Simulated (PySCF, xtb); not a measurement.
F₂GaHO, SMILES [OH][Ga]([F])[F]. One conformer was computed; it need not be the lowest.

Harmonic wavenumbers (cm⁻¹) from xtb 6.7.1 with GFN2-xTB at its own minimum, in rising order: 118, 136, 151, 276, 437, 498, 576, 716, 3538.

Q: What does PBE0-D3(BJ)/def2-SVP in PySCF 2.14.0 give at its own minimum? (Estimate from the structure and the level; the computed values follow.)

A: 176, 192, 202, 347, 677, 757, 775, 852, 3901. Paired by order, the mean absolute difference is 159 cm⁻¹ and the zero-point energies are 9.2 and 11.3 kcal/mol.
